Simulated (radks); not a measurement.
The numbers below are computed, except where a source is named.
These are the eigenvalues of the occupied orbitals of an atom or ion with whole-number occupations (eV). Level of theory: non-relativistic Kohn-Sham, LB94 model potential, spin-polarised, spherical densities, point nucleus (a radial shooting solver on a logarithmic mesh with Libxc functionals).

| orbital | eigenvalue |
|---|---|
| 1s up | -56971.49 |
| 1s down | -56971.49 |
| 2s down | -9286.220 |
| 2s up | -9286.200 |
| 2p down | -8884.688 |
| 2p up | -8884.675 |
| 3s up | -2114.446 |
| 3s down | -2114.390 |
| 3p up | -1929.247 |
| 3p down | -1929.205 |
| 3d up | -1582.989 |
| 3d down | -1582.980 |
| 4s up | -434.8504 |
| 4s down | -434.1055 |
| 4p up | -359.6997 |
| 4p down | -358.9599 |
| 4d up | -223.8020 |
| 4d down | -223.0753 |
| 5s up | -83.9951 |
| 5s down | -83.5516 |
| 5p up | -63.3403 |
| 5p down | -62.9674 |
| 4f up | -51.4723 |
| 4f down | -50.8229 |

Which element is it, and in what charge state? The configuration may be excited. Open shells, if any, are filled with parallel spins first.

Answer. Z = 70, ytterbium, charge +3: Yb3+ in [Xe] 4f13. The list shows which subshells hold electrons but not how many an open one holds; the 1s level, -2093.7 hartree, gives Z - s = 64.7 by -(Z - s)^2/2, which with screening narrows Z to a few neighbours, and the depths of the outer levels then fix element, charge and occupations together.
